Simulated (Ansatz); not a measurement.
Relaxation of BFH$_{4}$SSi (8 atoms, charge 0, multiplicity 1), to a largest force component of 0.015 eV/Å in at most 40 steps.

These are results of Ansatz 0.2.0, RKS PBE0/def2-SVP, not measurements.

```xyz
8
Properties=species:S:1:pos:R:3
B 0.248 1.738 -0.388
S 0.605 0.621 0.916
Si -0.219 -1.277 0.306
F 0.707 -2.381 1.001
H -0.279 1.369 -1.364
H 0.568 2.849 -0.238
H -1.538 -1.432 0.887
H -0.093 -1.488 -1.120
```

Problem. Where does it end, and by what steps?

Solution. The run converged. After 5 steps the energy has fallen by 0.123 eV; H8 moved furthest, 0.17 Å.

| step | energy less start (eV) | largest force component (eV/Å) | accepted |
| --- | --- | --- | --- |
| 0 | 0.0000 | 0.924 | yes |
| 1 | -0.1127 | 0.223 | yes |
| 2 | -0.1002 | 0.555 | no |
| 3 | -0.1230 | 0.041 | yes |
| 4 | -0.1230 | 0.043 | no |
| 5 | -0.1234 | 0.012 | yes |

```xyz
8
Properties=species:S:1:pos:R:3
B 0.248 1.672 -0.384
S 0.639 0.640 1.014
Si -0.185 -1.235 0.338
F 0.721 -2.418 0.977
H -0.291 1.234 -1.371
H 0.548 2.833 -0.284
H -1.568 -1.409 0.852
H -0.112 -1.317 -1.142
```

Run time: 20 s on 1 thread of Intel(R) Xeon(R) Platinum 8375C CPU @ 2.90GHz (Ice Lake), on a shared host, peak memory 0.18 GiB.
